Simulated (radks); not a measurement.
Results of a calculation; reference values are marked as such.
Task: These are the eigenvalues of the occupied orbitals of an atom or ion with whole-number occupations (eV). Level of theory: scalar-relativistic Kohn-Sham, LDA (Slater exchange, Perdew-Wang correlation), spin-polarised, spherical densities, finite nucleus; Fermi nuclear charge, rms radius of each element as measured or else 0.836 A^(1/3) + 0.57 fm (a radial shooting solver on a logarithmic mesh with Libxc functionals).

1s up: -43360.01
1s down: -43360.00
2s up: -7019.026
2s down: -7018.988
2p up: -6278.806
2p down: -6278.779
3s up: -1526.994
3s down: -1525.879
3p up: -1293.453
3p down: -1292.348
3d up: -968.3389
3d down: -967.4685
4s up: -308.8294
4s down: -305.9877
4p up: -232.2911
4p down: -229.4407
4d up: -123.4245
4d down: -120.5818
5s up: -47.2428
5s down: -45.4315
5p up: -28.6936
5p down: -27.2236
6s up: -8.7723
4f up: -8.7275

Which element is it, and in what charge state? The configuration may be excited. Open shells, if any, are filled with parallel spins first.

Result: Z = 60, neodymium, charge +1: Nd+ in [Xe] 4f4 6s1. The list shows which subshells hold electrons but not how many an open one holds; the 1s level, -1593.5 hartree, gives Z - s = 56.5 by -(Z - s)^2/2, which with screening and relativity narrows Z to a few neighbours, and the depths of the outer levels then fix element, charge and occupations together.
